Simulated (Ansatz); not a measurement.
```yaml
crystal:
  periodic: [false, false, false]
  atoms:
    - {symbol: Ga, position_ang: [-1.174140, 0.796634, -0.607504]}
    - {symbol: C, position_ang: [0.181544, -0.715209, -0.580935]}
    - {symbol: B, position_ang: [0.401632, -1.562387, 0.590417]}
    - {symbol: Si, position_ang: [0.929429, 0.284795, 0.874515]}
    - {symbol: H, position_ang: [-0.952784, 1.793442, -1.789203]}
    - {symbol: H, position_ang: [-2.444222, 0.680190, 0.290027]}
    - {symbol: H, position_ang: [0.383836, -0.921460, -1.631054]}
    - {symbol: H, position_ang: [0.546979, -2.688177, 0.930626]}
    - {symbol: H, position_ang: [-0.117008, 1.367228, 1.139013]}
    - {symbol: H, position_ang: [2.244733, 0.964944, 0.784087]}
basis:
  gaussian: {orbitals: cc-pVDZ}
hamiltonian: {xc: {name: RPBE}}
charge: 1
output: {forces: true}
```

```sh
$ ansatz run in.yaml --threads 4 --pin off --events-out ev --progress --plain --max-ram 10444MiB
```

(1) How does Ansatz answer? (Best estimate.)

Results:

(1) Ansatz gave: The input was rejected before any iteration.
```
Error: YAML parse error: error: line 17 column 1: unknown field `charge`, expected one of crystal, accuracy, basis, kpoints, hamiltonian, magnetization, projection, total_charge, correlation, batch, efield, external_charges, scf, relax, neb, saddle, md, ramp, phonons, dielectric, real_time, elastic, magnetic_configurations, gw, evaluate, workflow, output, checkpoint, execution
15 |   gaussian: {orbitals: cc-pVDZ}
16 | hamiltonian: {xc: {name: RPBE}}
17 | charge: 1
18 | output: {forces: true}
```
